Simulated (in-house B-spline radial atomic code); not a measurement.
# Excitations of the lutetium ion Lu³⁺ by several methods

Full response, energies in eV; labels give the largest channel, * marks a mixed state, a dash one above the method's threshold, and an imaginary frequency an unstable closed-shell reference. Computed with an all-electron radial atomic-structure program (B-spline basis): linear response of the closed shell [Xe] 4f14 with each method's own kernel (bare exchange for TDHF, static screening on G0W0 levels for BSE, the adiabatic kernel for functionals); scalar-relativistic (spin-free one-electron X2C), finite nucleus, no spin-orbit coupling, no double excitations, S, P, D and F terms only; shells from n = 3 respond. Only terms of natural parity with L up to 3 were computed.

Spin-orbit coupling is strong here, so these LS terms don't match observed levels.

| method | 4f → 5d 3P | 4f → 5d 3F | 4f → 5d 1F | α (bohr³) |
| --- | --- | --- | --- | --- |
| TDHF | 13.047 | 14.568 | 15.305 | 4.221 |
| BSE on G0W0@HF | 11.262 | 12.269 | 12.805 | 4.175 |
| LDA VWN5 | 10.777 | 11.057 | 11.504 | 4.507 |
| PBE | 10.544 | 10.829 | 11.330 | 4.544 |
| PBE0 | 11.306 | 11.861 | 12.417 | 4.419 |
| B3LYP (VWN-RPA) | 11.011 | 11.477 | 11.996 | 4.459 |
| CAM-B3LYP | 10.854 | 11.321 | 11.841 | 4.468 |
| LC-wPBE | ? | ? | ? | ? |
| wB97X | 11.111 | 11.577 | 12.092 | 4.478 |
| HSE06 | ? | ? | ? | ? |
| BHandHLYP | 11.819 | 12.632 | 13.216 | 4.344 |
| BLYP | 10.332 | 10.588 | - | 4.572 |
| PBEsol | 10.662 | 10.957 | 11.451 | 4.523 |
| BP86 | 10.703 | 10.977 | 11.484 | 4.529 |
| LDA exchange-only | 10.170 | 10.521 | 10.999 | 4.603 |
| B97-1 | 11.256 | 11.747 | 12.256 | 4.437 |
| RPBE | 10.500 | 10.782 | 11.279 | 4.55 |
| OLYP | 10.867 | 11.174 | 11.699 | 4.464 |

(1) What does HSE06 give?

(2) What does LC-wPBE give?

## Answers

(1) 4f → 5d 3P: 11.258; 4f → 5d 3F: 11.814; 4f → 5d 1F: 12.371; α: 4.433 (eV, bohr³).

(2) 4f → 5d 3P: 10.336; 4f → 5d 3F: 10.673; 4f → 5d 1F: 11.209; α: 4.532 (eV, bohr³).
